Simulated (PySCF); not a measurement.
4-amino-N-methylaniline, C$_{7}$H$_{10}$N$_{2}$

Molfile (atoms numbered from 1):
```
C7H10N2
     RDKit          3D

 19 19  0  0  0  0  0  0  0  0999 V2000
   -2.9028    0.0457   -0.9603 C   0  0  0  0  0  0  0  0  0  0  0  0
   -2.1545   -0.1502    0.2458 N   0  0  0  0  0  0  0  0  0  0  0  0
   -0.7683   -0.0955    0.2518 C   0  0  0  0  0  0  0  0  0  0  0  0
   -0.0041   -0.1242   -0.9244 C   0  0  0  0  0  0  0  0  0  0  0  0
    1.3887   -0.1112   -0.8789 C   0  0  0  0  0  0  0  0  0  0  0  0
    2.0831   -0.0564    0.3347 C   0  0  0  0  0  0  0  0  0  0  0  0
    3.4740    0.0200    0.3757 N   0  0  0  0  0  0  0  0  0  0  0  0
    1.3174   -0.0170    1.5111 C   0  0  0  0  0  0  0  0  0  0  0  0
   -0.0691   -0.0398    1.4702 C   0  0  0  0  0  0  0  0  0  0  0  0
   -2.6841    1.0043   -1.4753 H   0  0  0  0  0  0  0  0  0  0  0  0
   -2.7092   -0.7658   -1.6820 H   0  0  0  0  0  0  0  0  0  0  0  0
   -3.9768    0.0193   -0.7292 H   0  0  0  0  0  0  0  0  0  0  0  0
   -2.5845    0.2188    1.0828 H   0  0  0  0  0  0  0  0  0  0  0  0
   -0.4951   -0.1611   -1.8981 H   0  0  0  0  0  0  0  0  0  0  0  0
    1.9502   -0.1339   -1.8175 H   0  0  0  0  0  0  0  0  0  0  0  0
    3.9397   -0.3708   -0.4344 H   0  0  0  0  0  0  0  0  0  0  0  0
    3.8882   -0.3235    1.2338 H   0  0  0  0  0  0  0  0  0  0  0  0
    1.8228    0.0343    2.4800 H   0  0  0  0  0  0  0  0  0  0  0  0
   -0.6318   -0.0197    2.4084 H   0  0  0  0  0  0  0  0  0  0  0  0
  1  2  1  0
  2  3  1  0
  3  4  1  0
  4  5  2  0
  5  6  1  0
  6  7  1  0
  6  8  2  0
  8  9  1  0
  9  3  2  0
  1 10  1  0
  1 11  1  0
  1 12  1  0
  2 13  1  0
  4 14  1  0
  5 15  1  0
  7 16  1  0
  7 17  1  0
  8 18  1  0
  9 19  1  0
M  END
```

Theory: TDDFT CAM-B3LYP/aug-cc-pVDZ excited states, vertical, gas phase in PySCF 2.14.0. Geometry: PBE0-D3(BJ)/def2-SVP.

Problem. How strongly do the lowest singlets absorb one photon, and two photons of half the energy?

Solution. δ for parallel linear polarisation; σ at the peak of a Lorentzian of half width 0.1 eV, single beam; Ω is circular over linear.
```tsv
state	E (eV)	f	photon λ (nm)	δ (au)	σ (GM)	Ω	main
S1	4.14	0.044	599	5.65	0.04	1.10	HOMO→LUMO+3 0.64, HOMO→LUMO 0.12
S2	4.23	0.012	586	46.9	0.31	1.40	HOMO→LUMO 0.76, HOMO→LUMO+3 0.08
S3	4.40	0.004	563	91	0.65	0.67	HOMO→LUMO+1 0.76
S4	4.73	0.003	524	136	1.12	1.28	HOMO→LUMO+2 0.86
S5	5.01	0.160	495	67.8	0.62	0.32	HOMO→LUMO+6 0.25, HOMO→LUMO+9 0.21
S6	5.09	0.000	488	36.3	0.34	1.36	HOMO→LUMO+5 0.62, HOMO→LUMO+4 0.14
```

Among these, the strongest one-photon state is S5, the strongest two-photon state S4, with a dipole change of 5.2 D (relaxed, norm of the difference vector).
